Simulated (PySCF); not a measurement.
## Tm(NH2)3: from a saddle point downhill

PySCF 2.14.0, RKS PBE0, Tm lcecp-1-SVP with ECP58, N def2-SVP, H def2-SVP; non-relativistic Hamiltonian with scalar-relativistic core potentials where named; density fitting; no spin-orbit coupling. Relaxed within the symmetry of its start, the geometry (D3h) is

```xyz
10

Tm    0.0000    0.0000    0.0000
N     2.1670    0.0000    0.0000
H     2.7935    0.0000    0.8050
H     2.7935    0.0000   -0.8050
N    -1.0835    1.8767    0.0000
H    -1.3968    2.4193    0.8050
H    -1.3968    2.4193   -0.8050
N    -1.0835   -1.8766    0.0000
H    -1.3968   -2.4193    0.8050
H    -1.3968   -2.4193   -0.8050
```

and its lowest harmonic modes are -438, -438, -422, -62, 130, 130 cm⁻¹ (negative: unstable). It was moved along the lowest mode and relaxed again, within the group C2 that the move left.

Question: Where does it end, and how much lower?

Answer: In nearly D3h, 0.842 eV lower, after 36 steps:
```xyz
10

Tm   -0.0089    0.0000    0.0000
N     2.1326    0.0000    0.0019
H     2.7517   -0.8058    0.0922
H     2.7519    0.8058   -0.0873
N    -1.0704    1.8467   -0.2267
H    -2.0800    1.9940   -0.2350
H    -0.6626    2.7749   -0.3415
N    -1.0708   -1.8467    0.2248
H    -0.6632   -2.7749    0.3404
H    -2.0804   -1.9940    0.2313
```

Question: How do the contacts change?

Answer: 
| contact | saddle (Å) | end (Å) |
| --- | --- | --- |
| Tm1–N2 (NH2) | 2.167 | 2.142 |
| Tm1–N5 (NH2) | 2.167 | 2.142 |
| Tm1–N8 (NH2) | 2.167 | 2.142 |


Question: Is the end a minimum?

Answer: Yes; lowest modes 35, 108, 110, 250, 255, 257 cm⁻¹.

An lcecp potential fixes the number of 4f electrons, so in runs with it no electron can move into or out of that shell.

State: singlet in the valence, with the 4f electrons in the core potential.
